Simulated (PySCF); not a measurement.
1,1-difluoropropan-2-one (C3H4F2O), SMILES FC(C(=O)C)F.

Geometry: B3LYP-D3(BJ)/def2-SVP. One conformer was computed; it need not be the lowest.

Two levels are set side by side: PBE/def2-TZVP (PySCF) and ωB97X/def2-TZVP (PySCF). Same geometry, gas phase. Differences are taken from unrounded values.

```csv
quantity,ωB97X
orbital gap (eV),11.45
highest occupied level (eV),-10.45
lowest empty level (eV),1.00
dipole moment (D),1.22
mean polarisability (bohr³),39.4
```

### Question
What does PBE give, and how far is it from ωB97X? (An estimate is asked for; the answer gives what the named calculation found.)

### Answer

```csv
quantity,PBE,PBE minus ωB97X
orbital gap (eV),3.74,-7.70
highest occupied level (eV),-6.29,4.16
lowest empty level (eV),-2.55,-3.54
dipole moment (D),1.23,0.01
mean polarisability (bohr³),41.5,2.1
```

Without exact exchange PBE keeps part of each electron's self-repulsion, which lifts occupied levels and narrows the gap. PBE's more diffuse valence density responds more strongly to a field. Differences between two approximate levels are no errors against the true value.

Rough cost on one machine, each run with all the roots and properties that it gave: ωB97X against PBE within a factor of 2.
